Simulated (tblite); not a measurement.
A geometry optimisation, step by step.

Species: C4H3FNO (doublet state).
Numbering: `[NH2:1][C:2](=[O:3])[C:4]1=[C:5]([F:6])[CH:7]1` (hydrogens: H8, H9 on N1; H10 on C7)
Bond orders are those of one Lewis drawing.

Computed with GFN2-xTB (tblite), gas phase: L-BFGS steps from a force-field or distance-geometry start until the largest atomic force falls under 0.01 eV/Å. 8 of its 73 geometries are shown.

Step 0: E = -587.6870 eV, largest atomic force 4.208 eV/Å
```
atom  x, y, z in Å  |  force x, y, z in eV/Å
N1     -1.840    0.342   -0.233    1.993  -0.081   0.597
C2     -0.831   -0.661   -0.126   -1.654  -2.921   0.241
O3     -1.133   -1.907   -0.074    0.819   4.086  -0.581
C4      0.590   -0.265   -0.051   -2.673  -0.151   0.712
C5      1.440    0.734   -0.028    2.187   1.355   0.077
F6      1.703    2.078   -0.086   -0.542  -2.196   0.101
C7      2.040   -0.620    0.066   -1.039   1.090  -1.831
H8     -2.686    0.200   -0.788    0.617  -0.100   0.807
H9     -1.675    1.237    0.289   -0.318  -1.255  -1.173
H10     2.403   -1.133   -0.844    0.610   0.173   1.049
```

Step 10: E = -588.8701 eV, largest atomic force 0.381 eV/Å
```
atom  x, y, z in Å  |  force x, y, z in eV/Å
N1     -1.759    0.362   -0.289    0.068  -0.175  -0.020
C2     -0.872   -0.675   -0.099    0.341  -0.127  -0.114
O3     -1.183   -1.849   -0.222   -0.133   0.064  -0.123
C4      0.475   -0.264    0.193   -0.309   0.195  -0.024
C5      1.450    0.743   -0.069   -0.106   0.085   0.132
F6      1.751    2.014   -0.055   -0.020   0.011  -0.071
C7      1.868   -0.496   -0.275    0.020  -0.017   0.037
H8     -2.683    0.100   -0.590   -0.035   0.045   0.248
H9     -1.627    1.242    0.173   -0.011   0.109  -0.058
H10     2.589   -1.172   -0.642    0.186  -0.189  -0.006
```

Step 21: E = -588.9469 eV, largest atomic force 0.133 eV/Å
```
atom  x, y, z in Å  |  force x, y, z in eV/Å
N1     -1.784    0.353   -0.269    0.011  -0.025   0.106
C2     -0.869   -0.672   -0.194   -0.039  -0.019  -0.126
O3     -1.182   -1.835   -0.400   -0.041  -0.100   0.021
C4      0.457   -0.257    0.116    0.004   0.040  -0.006
C5      1.445    0.740   -0.063    0.026   0.018  -0.056
F6      1.717    2.017   -0.101    0.037   0.026   0.016
C7      1.891   -0.502   -0.212    0.022   0.010  -0.031
H8     -2.752    0.078   -0.294   -0.016   0.079  -0.018
H9     -1.552    1.275    0.053   -0.058  -0.012   0.023
H10     2.638   -1.193   -0.511    0.054  -0.016   0.072
```

Step 31: E = -588.9627 eV, largest atomic force 0.093 eV/Å
```
atom  x, y, z in Å  |  force x, y, z in eV/Å
N1     -1.810    0.333   -0.183    0.013   0.026   0.025
C2     -0.882   -0.683   -0.227   -0.030   0.047  -0.074
O3     -1.192   -1.846   -0.445   -0.021  -0.005   0.027
C4      0.449   -0.247    0.008    0.012  -0.022  -0.008
C5      1.448    0.744   -0.103    0.054   0.003  -0.014
F6      1.741    2.017   -0.105   -0.020   0.028   0.002
C7      1.906   -0.498   -0.222   -0.029  -0.014   0.023
H8     -2.786    0.106   -0.259    0.032  -0.063  -0.002
H9     -1.551    1.271    0.058   -0.011   0.011   0.015
H10     2.687   -1.193   -0.398    0.002  -0.011   0.005
```

Step 41: E = -588.9649 eV, largest atomic force 0.012 eV/Å
```
atom  x, y, z in Å  |  force x, y, z in eV/Å
N1     -1.813    0.334   -0.160   -0.006  -0.002  -0.009
C2     -0.884   -0.676   -0.243    0.006   0.006  -0.001
O3     -1.204   -1.838   -0.457    0.011   0.001   0.005
C4      0.451   -0.244   -0.033    0.000   0.005  -0.006
C5      1.455    0.744   -0.115    0.007  -0.002   0.008
F6      1.741    2.018   -0.107    0.006   0.001  -0.002
C7      1.912   -0.500   -0.217   -0.010  -0.006  -0.002
H8     -2.783    0.089   -0.242   -0.011   0.000   0.003
H9     -1.562    1.279    0.063   -0.008   0.000   0.004
H10     2.695   -1.200   -0.363    0.005  -0.003  -0.001
```

Step 51: E = -588.9658 eV, largest atomic force 0.055 eV/Å
```
atom  x, y, z in Å  |  force x, y, z in eV/Å
N1     -1.825    0.340   -0.198    0.012  -0.008  -0.017
C2     -0.882   -0.664   -0.245    0.020  -0.007   0.022
O3     -1.192   -1.833   -0.440    0.008   0.021  -0.006
C4      0.451   -0.226   -0.037    0.020  -0.002  -0.032
C5      1.471    0.747   -0.115   -0.025  -0.005   0.006
F6      1.775    2.016   -0.100    0.003   0.021  -0.005
C7      1.911   -0.503   -0.219   -0.053  -0.011   0.010
H8     -2.791    0.064   -0.236    0.027   0.025   0.013
H9     -1.596    1.276    0.082   -0.008  -0.033   0.003
H10     2.686   -1.211   -0.368   -0.005  -0.001   0.005
```

Step 62: E = -588.9674 eV, largest atomic force 0.034 eV/Å
```
atom  x, y, z in Å  |  force x, y, z in eV/Å
N1     -1.831    0.345   -0.229    0.024  -0.011  -0.022
C2     -0.883   -0.657   -0.264    0.015  -0.011   0.025
O3     -1.184   -1.833   -0.440   -0.024   0.014  -0.004
C4      0.448   -0.210   -0.091    0.017   0.012  -0.010
C5      1.477    0.754   -0.126    0.008  -0.013  -0.001
F6      1.796    2.020   -0.098   -0.008  -0.001   0.001
C7      1.909   -0.501   -0.214   -0.009  -0.019  -0.002
H8     -2.791    0.051   -0.197   -0.031   0.002   0.002
H9     -1.606    1.262    0.112    0.002   0.001   0.009
H10     2.675   -1.225   -0.328    0.007   0.026   0.004
```

Step 72: E = -588.9681 eV, largest atomic force 0.009 eV/Å
```
atom  x, y, z in Å  |  force x, y, z in eV/Å
N1     -1.825    0.351   -0.242    0.005   0.004   0.003
C2     -0.886   -0.662   -0.270   -0.001   0.000   0.001
O3     -1.202   -1.835   -0.435    0.000  -0.002   0.003
C4      0.448   -0.220   -0.117    0.008   0.003  -0.004
C5      1.471    0.751   -0.132   -0.002  -0.006  -0.001
F6      1.777    2.019   -0.097    0.001  -0.003   0.004
C7      1.912   -0.502   -0.214    0.000   0.001  -0.002
H8     -2.787    0.062   -0.190   -0.007  -0.002  -0.001
H9     -1.592    1.255    0.130    0.001  -0.001  -0.005
H10     2.691   -1.215   -0.310   -0.005   0.006   0.000
```

Problem. Summarise the path.

Solution. The energy falls by 123.61 kJ/mol from step 0 to step 72; nine tenths of that is first reached at step 8. It falls at every step. The largest force goes from 4.208 to 0.009 eV/Å. Among the bonds C5–C7 changes most, from 1.483 to 1.330 Å; the atoms move by 0.334 Å rms after alignment.

What follows is the cost of the whole relaxation. On one thread of an Arm Neoverse V1, no GPU, shared host, this took 0.3 s of wall time.
